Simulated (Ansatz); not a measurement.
System: sum formula H8Si3NO, charge 0, multiplicity 2. It need not be the lowest isomer of its formula. SMILES: N([SiH3])[SiH]O[SiH3]
Coordinates optimised at B3LYP-D3(BJ)/def2-TZVP (Ansatz, a first-principles code):
```xyz
13

Si    -0.0422    -1.0574    -0.6225
N     -1.0400    -0.3361     0.5942
Si    -2.5640     0.4852     0.4370
O      1.4729    -0.4145    -0.6182
Si     2.4425     0.6907     0.1149
H     -0.6887    -0.7519    -1.9301
H     -0.7325    -0.4885     1.5472
H     -2.5192     1.8039     1.1153
H     -2.8168     0.6714    -1.0066
H     -3.6777    -0.2886     1.0382
H      2.2585     0.6394     1.5856
H      2.1176     2.0552    -0.3606
H      3.8467     0.3693    -0.2151
```
Charge 0, spin multiplicity 2.

Computed values are from Ansatz. Correlated levels leave the core frozen unless marked. Open shells are spin-unrestricted. No spin-orbit coupling. Non-relativistic. CBS marks a two-point X^-3 extrapolation of the correlation energy; Hartree-Fock from the larger set.

| Property | Value |
|---|---|
| atomisation energy De | 1024.9 kcal/mol at CCSD(T)/CBS(cc-pV(T+d)Z,cc-pV(Q+d)Z) |
| total energy | -1001.9853 Eh at CCSD(T)/CBS(cc-pV(T+d)Z,cc-pV(Q+d)Z) |
| dipole moment | 1.12 D at CCSD(T)/aug-cc-pV(D+d)Z |
| T1 diagnostic | 0.013 at CCSD/cc-pV(Q+d)Z |
